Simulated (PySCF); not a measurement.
C₂H₇BrOSi (SMILES CCO[SiH2]Br), singlet, at a GFN2-xTB geometry, atoms displaced at random by about 0.03 Å a coordinate.

Here is a job for PySCF.
```python
from pyscf import gto, scf, dft

mol = gto.Mole()
mol.atom = '''
    Si    0.513206    0.865579    0.650161
    Br    1.286167   -0.605098   -0.758771
    O    -1.100559    0.879309    0.673157
    C    -2.034624   -0.243464    0.680966
    C    -3.338769    0.261737    0.228003
    H     1.086663    0.526925    2.003240
    H     0.807320    2.191528    0.210253
    H    -2.086642   -0.556407    1.810903
    H    -1.602462   -1.045732    0.158421
    H    -3.248926    0.556421   -0.891073
    H    -3.711187    1.104428    0.828930
    H    -4.041110   -0.564307    0.241444
'''
mol.basis = 'sto-3g'
mol.charge = 0
mol.spin = 0
mol.verbose = 4
mol.build()

mf = dft.RKS(mol)
mf.xc = 'tpss'
mf.kernel()
g = mf.nuc_grad_method()
grad = g.kernel()
```

### Question
Predict the dipole moment from PySCF with TPSS/STO-3G, gradient.

### Answer
1.67 D

### Question
What is the computed Mulliken (on the basis functions themselves) charges in atom order (TPSS/STO-3G, gradient)?

### Answer
Si1 0.70, Br2 -0.23, O3 -0.36, C4 -0.03, C5 -0.20, H6 -0.13, H7 -0.12, H8 0.05, H9 0.08, H10 0.07, H11 0.08, H12 0.08

### Question
Estimate the HOMO-LUMO gap that TPSS/STO-3G, gradient returns for this input.

### Answer
7.28 eV

### Question
Estimate the total energy that TPSS/STO-3G, gradient returns for this input.

### Answer
-2985.820234 Ha

### Question
What is the computed nuclear repulsion energy (TPSS/STO-3G, gradient)?

### Answer
418.9784 Eh
